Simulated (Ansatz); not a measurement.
AlF₆P, SMILES `[F][Al-]([F])([F])[P+](F)(F)F`. Total charge 0; spin multiplicity 1.

```
atom   x (Å)   y (Å)   z (Å)
  F1  -1.984   1.152   0.358
 Al2  -1.196  -0.218   0.814
  F3  -0.428  -0.242   2.269
  F4  -1.630  -1.647   0.125
  P5   0.878   0.160  -0.598
  F6   1.687   1.445  -0.332
  F7   1.990  -0.904  -0.513
  F8   0.683   0.253  -2.124
```

**Question.** List the harmonic frequencies (cm⁻¹, unscaled) at PBE0-D4/def2-TZVP in Ansatz. (Best estimate.)

**Answer.** The calculation gave: 23, 52, 52, 143, 155, 155, 245, 245, 320, 358, 358, 511, 674, 915, 915, 951, 964, 964.

**Question.** Is this a minimum?

**Answer.** Yes, all 18 modes are real.

**Question.** Give the ideal-gas thermochemistry at 298.15 K and 1 bar (rigid rotor, harmonic oscillator; point group C3v, symmetry number 3).

**Answer.** Zero-point energy 47.8 kJ/mol; H(298) − E = 76.5 kJ/mol; entropy 424.1 J/(mol·K), of which translation 173.0, rotation 115.1, vibration 136.0; G(298) − E = -49.9 kJ/mol. Modes under 100 cm⁻¹ are hindered rotations or soft bends, so the harmonic entropy is rough.

**Question.** And at 400, 500, 600, 800 and 1000 K?

**Answer.** 
| T (K) | H − E (kJ/mol) | S (J/mol/K) | G − E (kJ/mol) |
| --- | --- | --- | --- |
| 400 | 91.0 | 465.8 | -95.3 |
| 500 | 106.4 | 500.1 | -143.7 |
| 600 | 122.5 | 529.5 | -195.2 |
| 800 | 156.2 | 577.9 | -306.1 |
| 1000 | 190.9 | 616.6 | -425.7 |
